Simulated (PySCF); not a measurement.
CH8FNSi2, SMILES C[Si@@H](F)N[SiH3]. Coordinates come from a PBE-D3(BJ)/def2-SVP optimisation. The structure was generated by enumeration; whether it is a known compound was not checked. One conformer was computed; it need not be the lowest.

Problem. Give the equilibrium geometry at PBE-D3(BJ)/def2-SVP (PySCF confirms it by a frequency run) as bond lengths and angles. (The exact figures need the calculation; the answer reports its results.)

Solution. Several could match; the one computed here: 
Atoms: C1 Si2 F3 N4 Si5 H6 H7 H8 H9 H10 H11 H12 H13. Bonds (Å): C1–Si2 1.868, C1–H6 1.108, C1–H7 1.108, C1–H8 1.109, Si2–F3 1.649, Si2–N4 1.740, Si2–H9 1.500, N4–Si5 1.757, N4–H10 1.026, Si5–H11 1.507, Si5–H12 1.501, Si5–H13 1.507. Bond angles (°): Si2–C1–H6 111.0, Si2–C1–H7 111.3, Si2–C1–H8 110.0, H6–C1–H7 108.2, H6–C1–H8 108.4, H7–C1–H8 107.7, C1–Si2–F3 107.0, C1–Si2–N4 111.9, C1–Si2–H9 113.6, F3–Si2–N4 111.1, F3–Si2–H9 105.9, N4–Si2–H9 107.1, Si2–N4–Si5 130.2, Si2–N4–H10 113.9, Si5–N4–H10 114.9, N4–Si5–H11 111.1, N4–Si5–H12 107.4, N4–Si5–H13 112.7, H11–Si5–H12 109.2, H11–Si5–H13 107.4, H12–Si5–H13 108.9.
